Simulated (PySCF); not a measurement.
Level of theory: PBE0-D4/def2-TZVP // PBE0-D4/def2-SVP run with PySCF 2.14.0. All species are isolated molecules in the gas phase. One relaxed conformer stands for a flexible species; it need not be the lowest. Delta-SCF ions had no search for a lower state. 

Reference species (SMILES): `C[O][Sn]([O]C)([O]C)[O]C` (neutral, multiplicity 1).

```json
{
 "HOMO–LUMO gap": "6.30 eV",
 "HOMO": "-7.95 eV",
 "vertical ionisation energy (Delta-SCF)": "9.58 eV"
}
```

Changed species: `C[O][Sn]([SiH3])([SiH3])[O]C` (C–O–Sn–Si torsion 45°, Si–Sn–O–C torsion -179°) (2 of 4 OCH3 replaced by SiH3; the reference has 0 of 4 OCH3 replaced by SiH3).

Problem. What does the change do to the HOMO–LUMO gap, HOMO and vertical ionisation energy (Delta-SCF)?

Solution. the HOMO–LUMO gap rises by 0.17 eV, to 6.47 eV; the HOMO rises by 0.57 eV, to -7.38 eV; the vertical ionisation energy (Delta-SCF) falls by 0.61 eV, to 8.97 eV.
